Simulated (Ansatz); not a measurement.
C3H9NSi can be A, `C/C(N)=C\[SiH3]`, or B, `C=C[SiH2]NC`.

Computed with Ansatz on PBE0-D4/def2-TZVP structures; ΔE is electronic, products minus reactants. CCSD(T)/CBS adds triple-zeta CCSD(T) − MP2 to the extrapolated MP2 energy (def2 sets, frozen cores). DFT in def2-TZVPP. B3LYP here is the variant with VWN-RPA as its local correlation; programs differ in this. One conformer a species, not always the lowest.

Which isomer does CCSD(T)/CBS put lower? Give the gap. (An estimate is asked.)

Ansatz gave: B, by 27.4 kJ/mol.

Give E(B) − E(A) in kJ/mol with PBE0-D4, B2PLYP, B3LYP-D4, B3LYP, CCSD(T)/def2-SVP, CCSD/def2-TZVPP, MP2/def2-TZVPP. (Estimate.)

Computed: PBE0-D4 -10.8, B2PLYP -24.2, B3LYP-D4 -21.3, B3LYP -22.7, CCSD(T)/def2-SVP -14.7, CCSD/def2-TZVPP -29.7, MP2/def2-TZVPP -23.0. None reverses the order clearly.

Does the order hold for the free energy at 298.15 K (harmonic terms from PBE0-D4)? (An estimate is asked.)

Computed: Yes: G(B) − G(A) = -19.8 kJ/mol, for one conformer each. Modes under 60 cm⁻¹, often nearly free rotors, make the harmonic entropy too high.

Largest T1 diagnostic: 0.012.

From BLYP to BHLYP (50 % exact exchange), in def2-TZVPP and without D4, E(B) − E(A) moves by −6.0 kJ/mol. In def2-TZVPP, CCSD(T) changes the Hartree–Fock value by +9.9 kJ/mol (the triples alone add +3.0 kJ/mol) and MP2 by +13.7 kJ/mol.
